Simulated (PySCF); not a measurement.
## Sb²⁺: ionisation energy

Sb²⁺ [Kr] 4d10 5s2 5p1 (2P) → Sb³⁺ [Kr] 4d10 5s2 (1S), as a difference of total energies. Calculation: PySCF 2.14, in aug-cc-pVDZ-PP with ECP28MDF; scalar relativity through the core potential. Correlated levels: valence: 4s2 4p6 4d10 frozen. The calculations carry no spin-orbit coupling.

```csv
method,ionisation energy (eV),difference from reference (eV)
UHF,24.106,-1.217
MP2 (valence),24.241,-1.082
SCS-MP2 (valence),24.224,-1.099
CCSD (valence),24.313,-1.010
CCSD(T) (valence),24.323,-1.000
CCSDT (valence),24.326,-0.997
FCI (valence),24.326,-0.997
```

Reference: 25.323 eV (measured; NIST Atomic Spectra Database, ionization energies).

The reference lies between the lowest fine-structure levels, while these numbers refer to the centres of the terms.

Errors of the correlated levels include the incompleteness of this basis and the frozen core.
